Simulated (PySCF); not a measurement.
## Multinuclear NMR of C5H7FO2Si

Geometry:
```
atom   x (Å)   y (Å)   z (Å)
  C1   2.743   0.373  -0.388
  O2   1.570   1.058  -0.037
  C3   0.399   0.354   0.009
  C4   0.271  -0.957  -0.259
  O5  -0.890  -1.634  -0.208
 Si6  -2.375  -1.047   0.173
  C7  -2.007   0.750   0.510
  C8  -0.745   1.170   0.387
  F9  -0.444   2.466   0.623
 H10   3.536   1.119  -0.358
 H11   2.968  -0.428   0.324
 H12   2.675  -0.047  -1.397
 H13   1.103  -1.586  -0.541
 H14  -3.228  -1.266  -0.996
 H15  -2.831  -1.789   1.348
 H16  -2.753   1.474   0.798
```

PySCF calculation with shieldings: GIAO PBE0/pcSseg-1 and GFN2-xTB geometry; one conformer, in vacuum, no relativistic terms, one averaged value for each set of equivalent atoms.

(1) Predict the ¹⁹F NMR data.

(2) Where does ²⁹Si resonate?

(3) What are the ¹⁷O shifts?

Answers

(1) 
```tsv
atoms	environment	σ (ppm)	δ (ppm)
F9	vinylic fluorine	248.9	-78.6
```

Shieldings were converted by a linear fit to measured shifts: ¹⁹F (scatter 6.0 ppm rms, 7.0 ppm with the 5 outliers that the fit left out vs CFCl3, solution or neat liquid, with a term for F on sp3 carbon). A few per cent of atoms miss by over 2 rms, more outside the fitted compound classes.

On a 300 MHz spectrometer ¹⁹F resonates near 282.3 MHz, so 1 ppm is 282.3 Hz.

(2) 
```json
{"atoms": "Si6", "environment": "silicon bonded to C, O, 2 H, in a 6-membered ring", "σ (ppm)": "367.6", "δ (ppm)": "-22.2"}
```

Shieldings were converted by a linear fit to measured shifts: ²⁹Si: δ = 279.94 − 0.822σ (rms 8.9 ppm, 72 shifts, 25.8 ppm with the 6 outliers that the fit left out vs TMS, solution or neat liquid). Occasional misses reach two or three times the rms, and more in compound classes unlike the fitted ones.

On a 600 MHz spectrometer ²⁹Si resonates near 119.2 MHz, so 1 ppm is 119.2 Hz.

(3) 
```tsv
atoms	environment	σ (ppm)	δ (ppm)
O5	oxygen bonded to C, Si, in a 6-membered ring	259.6	30.2
O2	ether oxygen	270.6	20.2
```

Shieldings were converted by a linear fit to measured shifts: ¹⁷O: δ = 266.70 − 0.911σ (rms 10.7 ppm, 155 shifts, 12.2 ppm with the 3 outliers that the fit left out vs liquid water, solution or neat liquid). A few per cent of atoms miss by over 2 rms, more outside the fitted compound classes.

On a 300 MHz spectrometer ¹⁷O resonates near 40.7 MHz, so 1 ppm is 40.7 Hz.
